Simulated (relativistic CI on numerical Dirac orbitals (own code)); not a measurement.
Ions with 49 electrons, Gd15+ to Er19+

Method of calculation: Dirac-Coulomb-Breit CI, KLI orbitals optimised for each configuration, a model potential for QED, unscaled Slater integrals (own radial code, finite nucleus).

Configurations in the expansion (outside the closed core [Kr] 4d10): 4f 5s2, 4f3, 5s2 5p, 4f2 5s, 4f 5s 5p, 4f 5p2, 4f2 5p. Levels of other configurations are missing.

Energies above each ion's lowest level, in eV. Levels are followed by their leading LS label, which can pass from one level to another where the coupling changes.

| Ion | 4f3 4I°_9/2 | 4f3 4I°_11/2 | 4f3 4I°_13/2 | 4f3 4I°_15/2 | 4f3 4F°_3/2 | 4f3 2H°_9/2 | 4f3 4F°_5/2 |
| --- | --- | --- | --- | --- | --- | --- | --- |
| Gd15+ | 0 | 0.58686 | 1.1903 | 1.7982 | 3.0888 | 3.1429 | 3.4253 |
| Tb16+ | 0 | 0.69937 | 1.408 | 2.1131 | 3.2751 | 3.3548 | 3.6851 |
| Dy17+ | 0 | 0.82509 | 1.6486 | 2.4575 | 3.46 | 3.5733 | 3.9544 |
| Ho18+ | ? | ? | ? | ? | ? | ? | ? |
| Er19+ | 0 | 1.1204 | 2.2036 | 3.2397 | 3.8259 | 4.0374 | 4.5254 |

Question: Fill in the row of Ho18+.

Answer: 4f3 4I°_9/2 0, 4f3 4I°_11/2 0.96507, 4f3 4I°_13/2 1.9134, 4f3 4I°_15/2 2.8327, 4f3 4F°_3/2 3.6436, 4f3 2H°_9/2 3.8002, 4f3 4F°_5/2 4.2342 (eV).

The lowest level keeps the configuration 4f3 and J = 9/2 throughout.

Between Z = 65 and 68 the energy of 4f3 4I°_11/2 follows a local power law Z^10.4. For orientation: electrostatic splittings inside a shell grow about linearly with the screened charge, excitations that change n as its square, and fine structure as its fourth power; written in Z itself the exponents are larger, since the screened charge grows faster in proportion.
